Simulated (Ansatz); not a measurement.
`O[SiH2][SiH2]O[SiH3]` + `[OH][Cd][O][SiH3]` → `[SiH3][O][Cd][O][SiH3]` + `O[SiH2][SiH2]O`  (ligand exchange at the Si–O bond)

Gas-phase electronic energies from Ansatz, PBE0-D4/def2-TZVP geometries. CCSD(T)/CBS is the MP2 limit (def2-TZVPP, def2-QZVPP) plus CCSD(T) − MP2 in def2-TZVPP, frozen cores. Functionals use def2-TZVPP. Elements past krypton have def2 core potentials. For Cd outer-core shells are correlated without core-valence functions, which leaves a few kJ/mol of doubt a bond. One conformer a species, not always the lowest.

(1) Is it downhill or uphill in electronic energy at CCSD(T)/CBS, and by how much? (Estimate.)

(2) What do these levels give: ωB97X-V, r2SCAN, HF/def2-SVP, CCSD/def2-SVP, CCSD(T)/def2-SVP, CCSD/def2-TZVPP? (Estimate.)

Largest T1 diagnostic among the species: 0.016.

## Answers

(1) The calculation gave: Nearly level: ΔE = -2.0 kJ/mol.

(2) Computed: ωB97X-V -4.8, r2SCAN -2.8, HF/def2-SVP -18.9, CCSD/def2-SVP -15.9, CCSD(T)/def2-SVP -15.3, CCSD/def2-TZVPP -6.3 kJ/mol.

In def2-TZVPP, CCSD(T) changes the Hartree–Fock value by +4.9 kJ/mol (the triples alone add +0.6 kJ/mol) and MP2 by +4.6 kJ/mol. The D4 term adds +4.1 kJ/mol with B3LYP and +2.7 kJ/mol with PBE0; it sums over pairs of atoms, weighted by their polarisabilities, and B3LYP, whose exchange is more repulsive, gets the larger term.

B3LYP here is the variant with VWN-RPA as its local correlation; programs differ in this.
